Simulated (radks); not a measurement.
The numbers below are computed, except where a source is named.
Q: The mean radii <r> (bohr) of the occupied orbitals of an atom or ion are listed with their occupations. Level of theory: Dirac Kohn-Sham, PBE, spin-unpolarised, spherical densities, point nucleus (a radial shooting solver on a logarithmic mesh with Libxc functionals).

| orbital | occ. | <r> |
|---|---|---|
| 1s1/2 | 2 | 0.03185 |
| 2s1/2 | 2 | 0.1365 |
| 2p1/2 | 2 | 0.1159 |
| 2p3/2 | 4 | 0.1207 |
| 3s1/2 | 2 | 0.3409 |
| 3p1/2 | 1.66667 | 0.3268 |
| 3p3/2 | 3.33333 | 0.3344 |

Name the element and its charge. Open shells, if any, are shared by 2j + 1.

A: Z = 46, palladium, charge +29: Pd29+ in [Ne] 3s2 3p5. The 1s radius gives Z: for a bare nucleus <r> = (2 gamma + 1)/(2Z) with gamma = sqrt(1 - (Z/c)^2), 0.03135 bohr for Z = 46, and screening makes it slightly larger (0.03185 here). The occupations add up to 17, and the charge is Z minus that.
